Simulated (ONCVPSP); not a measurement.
B, ONCV: configuration errors across variants

ONCVPSP 4.0.1 input, shortened (lines: element, Z, core and valence counts, functional; n l f; lmax; l rc ep ncon nbas qcut; lloc lpopt rc5 dvloc0; l nproj debl; icmod fcfact rcfact), BLYP, non-relativistic:

```
  B 5.00    1    2  -106131      upf
    1    0    2.00
    2    0    1.50
    2    1    1.50
    2
    0    1.65    0.00    4    9    3.90
    1    2.75    0.00    3    8    4.20
    2    2.25    0.10    4    9    3.90
    4    2    1.40    0.00
    0    2    0.70
    1    2    0.70
    2    3    3.60
    1    0.45    0.00
```

All-electron excitation energies from the reference (eV): (1) 2s2 2p1 -2.884; (2) 2s2 2p0 5.291; (3) 2s1 2p0 30.633.

2 further variants failed, have other tests or another functional or relativity, and are left out.

Errors AE − PS in meV (a dash: test not solved or not reliable):

| change | (1) | (2) | (3) | bound ghosts | GHOST(+) flags above zero |
| --- | --- | --- | --- | --- | --- |
| base | -5.9 | +147 | +435 | none | none |
| d: rc 3.04 | -5.9 | +147 | +435 | none | none |
| p: nproj 3 | -5.9 | +147 | +435 | none | none |
| d: rc 2.24 | -5.9 | +147 | +435 | none | none |
| all radii but the core radius scaled by about 0.87 (s 1.44, p 2.40, d 1.96 bohr); local potential polynomial inside 1.22 bohr (lpopt 2, dvloc0 0 Ha) | -3.5 | +103 | +318 | none | none |
| s: qcut 4.4 | -5.7 | +145 | +438 | none | none |

(1) Give the same row for: core correction polynomial model core, fcfact 0.24.

Answers

(1) -5.8, +148, +441; bound ghosts: none; GHOST(+) flags above zero: none.
